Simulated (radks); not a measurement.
Values are calculated unless marked as measured or tabulated.
The technetium ion Tc+, 42 electrons, occupied as [Kr] 4d5.5 5s0.5 (fractional occupations, a model configuration).

Code: a radial shooting solver on a logarithmic mesh with Libxc functionals. Model: scalar-relativistic Kohn-Sham, PBE, spin-polarised, spherical densities, finite nucleus; open shells are filled with parallel spins first (spin-orbit coupling, left out, can overturn this in heavy ions); Fermi nuclear charge, rms radius 4.4112 fm.

Energy parts (eV):
part                       energy
total                 -116612.008
kinetic                120407.349
electron-nucleus      -280805.919
Hartree                 47277.533
exchange-correlation    -3490.971

Orbitals (lengths in bohr, moments of r in powers of bohr; <r^-3> diverges for s and p1/2):
\begin{tabular}{lrrrr}
orbital & occ. & eigenvalue (eV) & <r^-3> & <r^2> \\ \hline
1s down & 1 & -20873.22 & - & 0.001586 \\
1s up & 1 & -20873.21 & - & 0.001586 \\
2s up & 1 & -2982.596 & - & 0.02638 \\
2s down & 1 & -2982.053 & - & 0.02638 \\
2p up & 3 & -2669.915 & 2769 & 0.02076 \\
2p down & 3 & -2669.509 & 2769 & 0.02076 \\
3s up & 1 & -523.8584 & - & 0.1976 \\
3s down & 1 & -523.5741 & - & 0.1976 \\
3p up & 3 & -421.2369 & 468.1 & 0.2017 \\
3p down & 3 & -420.9148 & 467.9 & 0.2016 \\
3d up & 5 & -255.2104 & 62.65 & 0.1912 \\
3d down & 5 & -254.7079 & 62.63 & 0.1910 \\
4s up & 1 & -80.0096 & - & 1.281 \\
4s down & 1 & -77.2214 & - & 1.266 \\
4p up & 3 & -52.1976 & 68.52 & 1.597 \\
4p down & 3 & -49.1483 & 70.15 & 1.579 \\
4d up & 5 & -13.8570 & 4.777 & 3.479 \\
5s up & 0.5 & -11.4394 & - & 10.42 \\
4d down & 0.5 & -10.6413 & 4.710 & 3.753 \\
5s down & 0 & -9.3605 & - & 11.50 \\
\end{tabular}

The highest occupied level is 4d down at -10.641 eV. Summed over all electrons, <r^2> = 40.25 bohr^2, which gives a Langevin (diamagnetic) susceptibility term of -31.9 x 10^-6 cm^3/mol. The electron density at the nucleus is 1.023e+05 e/bohr^3 (large components only). The spin density at the nucleus is 4.829 e/bohr^3 (1s 0.013, 2s -0.984, 3s 0.528, 4s -3.120, 5s 8.392). The density falls to 0.001 e/bohr^3 at r = 4.04 bohr.
